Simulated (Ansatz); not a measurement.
Gas-phase electronic energies from Ansatz, PBE0-D4/def2-TZVP geometries. CCSD(T)/CBS is the MP2 limit (def2-TZVPP, def2-QZVPP) plus CCSD(T) − MP2 in def2-TZVPP, frozen cores. This one scheme is used for every species. DFT in def2-TZVPP. Each species was taken in one conformer, which may not be the lowest.

`C[BH][AlH2]` + `O[SiH2]F` → `CBO[SiH2]F` + `[AlH3]`  (cleavage of the B–Al bond)

`C[BH][AlH2]`:

```xyz
9

C     1.344   -0.097    0.547
B     0.210   -0.317   -0.498
Al   -1.784    0.420   -0.399
H     1.226    0.731    1.248
H     2.351   -0.084    0.122
H     1.300   -1.023    1.149
H     0.495   -1.040   -1.422
H    -2.935   -0.369    0.377
H    -2.207    1.779   -1.124
```

`O[SiH2]F`:

```xyz
6

O    -0.224    1.191    0.390
Si    0.205   -0.336    0.015
F     0.579   -0.460   -1.532
H    -1.065    1.528    0.079
H     1.413   -0.634    0.806
H    -0.907   -1.288    0.243
```

`CBO[SiH2]F`:

Cartesian coordinates in Å:
```
C -1.186 1.370 0.963
B -0.620 0.346 -0.062
O 0.538 -0.326 0.196
Si 1.395 -1.401 -0.691
F 2.637 -0.642 -1.334
H -1.280 2.354 0.489
H -0.582 1.470 1.866
H -2.208 1.091 1.247
H -1.186 0.117 -1.103
H 0.574 -1.945 -1.795
H 1.919 -2.435 0.222
```

`[AlH3]`:

```xyz
4

Al    0.000    0.000    0.000
H     0.232    1.331    0.830
H    -0.920    0.021   -1.291
H     0.687   -1.352    0.462
```

CCSD(T)/CBS gives -172.3 kJ/mol.

Another level gave -170.8 kJ/mol. Which?
A. HF/def2-TZVPP
B. r2SCAN/def2-TZVPP
C. PBE0/def2-TZVPP
D. B2PLYP/def2-TZVPP

B. r2SCAN -170.8, PBE0 -162.7, HF/def2-TZVPP -187.9, B2PLYP -177.7 kJ/mol.

Largest T1 diagnostic among the species: 0.012.

In def2-TZVPP, CCSD(T) changes the Hartree–Fock value by +13.7 kJ/mol (the triples alone add +0.6 kJ/mol) and MP2 by +7.7 kJ/mol. From PBE to PBE0 (25 % exact exchange), in def2-TZVPP and without D4, ΔE moves by −5.1 kJ/mol.
